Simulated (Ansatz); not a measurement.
H₄Au₂⁺, relaxed as a doublet with UKS PBE0-D4/def2-TZVP in Ansatz, starting from packed atoms. Force threshold 0.02 eV/Å.

In the def2 sets Au takes a core potential; there is no spin–orbit coupling. No other spin state of charge 1 was run. The structure comes from a short search, and lower isomers may exist.

Start:

Cartesian coordinates in Å:
```
Au -0.487 -0.254 -1.256
Au 0.243 0.802 1.136
H 1.446 1.314 2.277
H -1.449 -1.232 -2.349
H -0.032 0.640 2.772
H 0.279 -1.271 -2.579
```

Question: Estimate the energy that the relaxation releases and the steps that it takes.

Answer: 61.5 kcal/mol, in 18 steps; 38 s on 4 threads of Arm Neoverse V2 on a shared host. The force fell under the threshold at step 8, but the optimiser went on and released 0.003 eV more. No frequencies were taken in this run, so the end may be a saddle point.

Question: Does the start keep its bonding?

Answer: By distances, no bond broke or formed. The bond that changes most is Au2–H5, from 1.67 to 1.85 Å (atoms count from 1). A close non-bonded pair moves further: H4–H6, from 1.74 to 0.81 Å. The end is the same structure that another start reached.

Question: Predict the relaxed structure.

Answer: 
```xyz
6

Au   -0.308   -0.523   -1.174
Au    0.308    0.522    1.174
H     0.947    1.523    2.591
H    -1.089   -1.048   -2.765
H     0.510    0.947    2.962
H    -0.368   -1.422   -2.788
```
Bond lengths (bridged metal pairs left out): 1 × Au–Au 2.64 Å; 4 × Au–H 1.85 Å.
